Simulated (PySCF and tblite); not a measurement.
C7H8FNO, numbered as in [N:1]#[C:2][C@:3]1([F:4])[CH2:5][CH2:6][CH2:7][C@@H:8]2[O:9][C@H:10]12.

First level. Conformers came from 60 starts (ETKDG and KDG, MMFF94s, GFN2-xTB); geometries are GFN2-xTB. Weights use PBE0-D3(BJ)/pcSseg-1 energies plus GFN2-xTB zero-point and thermal terms (modes under about 100 cm⁻¹ blended into free rotors). Symmetry numbers and mirror images are counted. Conformers within 2.5 kcal/mol (GFN2-xTB free energy) were kept, 3 at most. GIAO shieldings: PBE0/pcSseg-1. Shifts are against TMS (¹H), TMS (¹³C), CFCl3 (¹⁹F), NH3 (¹⁵N) at the same level; of two unlike H on one atom, a is the less shielded. Run with PySCF (density fitting) and tblite.

It gives, at 298.15 K, with 2 conformers (largest weight 54 %): ¹H: 3.14 (H8, 1H), 3.06 (H10, 1H), 2.01 (H5a, 1H), 1.99 (H7a, 1H), 1.89 (H5b, 1H), 1.77 (H7b, 1H), 1.57 (H6a, 1H), 1.48 (H6b, 1H) ppm. ¹³C: 122.4 (C2), 86.5 (C3), 52.9 (C10), 52.2 (C8), 36.9 (C5), 28.3 (C7), 17.8 (C6) ppm. ¹⁹F: -186.7 (F4) ppm. ¹⁵N: 312.4 (N1) ppm.

Second level: GFN2-xTB geometries, energies PBE0-D3(BJ)/pcseg-1 (IEF-PCM, dichloromethane), shieldings HSE06/pcSseg-1 (IEF-PCM, dichloromethane), on up to 3 of the same conformers.

Problem. How do the averaged shifts change?

Solution. 
| signal | first | second | change (ppm) |
| --- | --- | --- | --- |
| H5a | 2.01 | 2.23 | 0.22 |
| H5b | 1.89 | 2.05 | 0.16 |
| H6a | 1.57 | 1.65 | 0.08 |
| H6b | 1.48 | 1.46 | -0.01 |
| H7a | 1.99 | 2.12 | 0.13 |
| H7b | 1.77 | 1.95 | 0.18 |
| H8 | 3.14 | 3.44 | 0.30 |
| H10 | 3.06 | 3.29 | 0.22 |
| C2 | 122.4 | 126.5 | 4.1 |
| C3 | 86.5 | 88.9 | 2.5 |
| C5 | 36.9 | 38.0 | 1.0 |
| C6 | 17.8 | 17.8 | -0.1 |
| C7 | 28.3 | 28.8 | 0.5 |
| C8 | 52.2 | 54.2 | 2.0 |
| C10 | 52.9 | 53.5 | 0.5 |

The largest weight becomes 60 %.

Unscaled ¹⁹F and ¹⁵N shifts at such levels can be off by tens of ppm; differences between conformers or isomers are more reliable. Shifts are unscaled: against experiment ¹³C can be off by 15 ppm or more and ¹H by 0.8 ppm.


¹⁵N shifts are against a computed isolated NH3 molecule, about 20 ppm from the liquid.

Conformer gaps in pcSseg-1 or pcseg-1 on xTB geometries can be 2 kcal/mol off for S=O, P=O and other polar bonds.